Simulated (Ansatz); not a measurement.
Saddle point of SnNH5O, closed shell (SnNH₅O ([NH2][SnH2][OH]) → SnH₂O ([O][SnH2]) + NH₃ (still joined by a long Sn–N bond); bonds formed: N2–H4; bonds broken: O3–H4; bonds weakened to dative contacts: Sn1–N2), PBE0-D4/def2-TZVP structure:

```json
{"atom": "Sn1", "x (Å)": "-1.0203", "y (Å)": "0.3579", "z (Å)": "0.2894"}
{"atom": "N2", "x (Å)": "1.0246", "y (Å)": "-0.3430", "z (Å)": "-0.0914"}
{"atom": "O3", "x (Å)": "-0.8543", "y (Å)": "0.1492", "z (Å)": "-1.5824"}
{"atom": "H4", "x (Å)": "0.4430", "y (Å)": "-0.2372", "z (Å)": "-1.1181"}
{"atom": "H5", "x (Å)": "-0.9158", "y (Å)": "1.8863", "z (Å)": "1.0537"}
{"atom": "H6", "x (Å)": "-1.7973", "y (Å)": "-0.8062", "z (Å)": "1.2756"}
{"atom": "H7", "x (Å)": "1.3038", "y (Å)": "-1.2862", "z (Å)": "0.1511"}
{"atom": "H8", "x (Å)": "1.8162", "y (Å)": "0.2790", "z (Å)": "0.0220"}
```

Energies are electronic, without zero-point energy. Barriers and step energies count from the start structure reached by relaxing down the imaginary mode; all methods use the PBE0-D4 structures, on which another method's saddle can fall below an end. Program: Ansatz 0.2.0. Basis: def2-TZVPP, with def2-QZVPP for the basis limit. Cores are frozen in the correlated methods. Filled d shells of the heavier atoms are correlated. Core potentials replace the inner electrons of the atoms past krypton. The def2 sets are not built for correlating such inner shells, so the correlated values are less sure here. B3LYP uses VWN-RPA correlation. Extrapolation: Hartree–Fock as exp(−7.88 √X), correlation as X^−2.97.

| method | barrier (eV) | step energy (eV) |
| --- | --- | --- |
| SPW92 | 1.237 | 1.255 |
| PBE-D4 | 1.372 | 1.166 |
| BLYP-D4 | 1.429 | 1.112 |
| r2SCAN-D4 | 1.544 | 1.320 |
| B97M-V | 1.663 | 1.306 |
| PBE0-D4 | 1.629 | 1.418 |
| B3LYP-D4 | 1.635 | 1.331 |
| r2SCAN0-D4 | ? | 1.505 |
| BHLYP-D4 | 1.916 | 1.588 |
| CAM-B3LYP-D4 | 1.728 | 1.468 |
| wB97X-V | 1.771 | 1.505 |
| wB97M-V | 1.749 | 1.489 |
| B2PLYP | ? | 1.322 |
| PBE-QIDH | 1.726 | 1.495 |
| RPA on PBE | 1.662 | 1.370 |
| HF | ? | 1.849 |
| MP2 | 1.626 | 1.385 |
| CCSD | 1.848 | 1.551 |
| CCSD(T) | 1.713 | 1.444 |

Q: Fill in the withheld barriers. (Judge from chemistry; the value comes from the calculation.)

A: Computed: r2SCAN0-D4 1.730; B2PLYP 1.635; HF 2.363 eV. Each is the energy of the saddle less that of the start structure, by the same method.

For comparison, the barrier by CCSD(T) at an estimated basis limit (MP2 extrapolated from triple and quadruple zeta, plus CCSD(T) − MP2 in triple zeta) is 1.678 eV.

The T1 diagnostic stays at or below 0.022. The start structure is not quite a true minimum (one mode of 89i cm⁻¹).

Labels in which every atom is bracketed show which atoms are joined, not bond orders.

For scale, one of the runs: CCSD(T)/def2-TZVPP, 182 basis functions, launched by `ansatz run in.yaml --threads 4 --pin off --events-out ev --progress --plain --max-ram 9574MiB`. Hardware: 4 CPU threads of an Intel Xeon, shared host. Wall time 65 s; peak host memory 2.1 GiB.
